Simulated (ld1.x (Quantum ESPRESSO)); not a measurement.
# Cutoff test, Mo (Z = 42), TM

* Element: molybdenum
* Generator: ld1.x (Quantum ESPRESSO) 7.5
* Type: norm-conserving Troullier–Martins (Kleinman–Bylander form)
* Functional: PBE
* Relativity: scalar-relativistic
* Frozen core: [Ar] 3d10
* Valence charge: 14
* Reference configuration: 4s2 4p6 4d5 5s1 5p0
* Partial waves: 4s (bound): rc 1.75 bohr; 4d (bound): rc 2.05 bohr; 4p (bound): rc 1.80 bohr
* Local potential: the p channel
* Core correction: none

Occupied shells without a wave of their own: 5s. They enter only through the test configuration that unscreens the potential.

The pseudo-atom Hamiltonian at the reference potential is diagonalised in spherical Bessel functions j_l(qr) that vanish at 20 bohr, with q² up to the cutoff. All-electron valence levels (Ry): 4s -4.7294, 5s -0.3003, 4d -0.2758, 4p -2.8286, 5p -0.0767.

How do the lowest levels (Ry) of each channel move with the cutoff, and are there ghosts?

| cutoff (Ry) | s #1 | s #2 | d #1 | p #1 | p #2 | f #1 | f #2 | Σ f·Δε (mRy) |
| --- | --- | --- | --- | --- | --- | --- | --- | --- |
| 8 | -4.6440 | -0.3156 | 0.0024 | -2.2155 | -0.0478 | 0.1049 | 0.2240 | 5258.0 |
| 15 | -4.6626 | -0.3311 | -0.1342 | -2.7728 | -0.0744 | 0.1049 | 0.2240 | 1178.5 |
| 25 | -4.7174 | -0.3322 | -0.2493 | -2.8269 | -0.0799 | 0.1049 | 0.2240 | 168.0 |
| 40 | -4.7263 | -0.3329 | -0.2755 | -2.8280 | -0.0801 | 0.1049 | 0.2240 | 11.9 |
| 55 | -4.7287 | -0.3331 | -0.2758 | -2.8286 | -0.0801 | 0.1049 | 0.2240 | 1.8 |
| 80 | -4.7293 | -0.3332 | -0.2758 | -2.8286 | -0.0801 | 0.1049 | 0.2240 | 0.2 |
| 400 | -4.7294 | -0.3332 | -0.2758 | -2.8286 | -0.0801 | 0.1049 | 0.2240 | 0.0 |

Result: no extra level below or beside the all-electron valence levels (s, d, p, f tested); 10 mRy is reached at 45 Ry and 1 mRy at 60 Ry.

The potential misses its own reference levels by up to 0.4 eV. Its largest configuration-test error is -1230 meV.
